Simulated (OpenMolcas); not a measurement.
4s² 4p along the 31-electron sequence

```
Program             : OpenMolcas
Method              : CASSCF
Basis               : ANO-R3
Scalar Hamiltonian  : X2C, finite nucleus
Spin-orbit coupling : state interaction with AMFI integrals over the reference wave functions, term energies averaged over their components
```

Active space for each ion: 3 electrons in 4 orbitals (4s 4p).

Computed levels in cm-1 above ²P°_1/2:

```tsv
Level	Ga	Ge+	As2+	Se3+	Br4+	Kr5+
²P°_3/2	797	1630	2612	3864	5395	7226
weight of ²P° in the lowest level (%)	100	100	100	100	100	100
```

Measured, with the error of the calculation in %. Measured levels: Ga, Ge+ from NIST Handbook of Basic Atomic Spectroscopic Data; As2+, Se3+, Br4+ from Moore, Atomic Energy Levels, vol. II, NSRDS-NBS 35 (1971 reprint of NBS Circular 467, 1952); Kr5+ from Saloman, J. Phys. Chem. Ref. Data 36, 215 (2007).

| Level | Ga | Ge+ | As2+ | Se3+ | Br4+ | Kr5+ |
| --- | --- | --- | --- | --- | --- | --- |
| ²P°_3/2 | 826 (-3.5) | 1767 (-7.8) | 2940 (-11.1) | 4376 (-11.7) | 6090 (-11.4) | 8110 (-10.9) |

The fine-structure level ²P°_3/2 changes by a factor of 9.07 from Ga to Kr5+. Its fourth root runs 5.31, 6.35, 7.15, 7.88, 8.57, 9.22, with steps per unit of Z of 1.04, 0.79, 0.74, 0.69, 0.65; equal steps would mean a (Z - σ)^4 law with constant σ.

Some high roots are left out of the spin-orbit mixing, which shifts the levels that they would mix with (holds for Ga; Ge+). Without dynamic correlation excited terms often stand tens of per cent too high (terms of higher spin than the ground term too low), and those without a measured partner can miss by more than the paired ones (holds for Ga; Ge+). Computed and measured levels are paired by configuration, term and J; levels that our copy of the source lacks, or whose pairing is in doubt (as where it misses far off the trend of its configuration), stay unpaired and out of the deviations. Only configurations of the active space appear.

° marks odd parity.
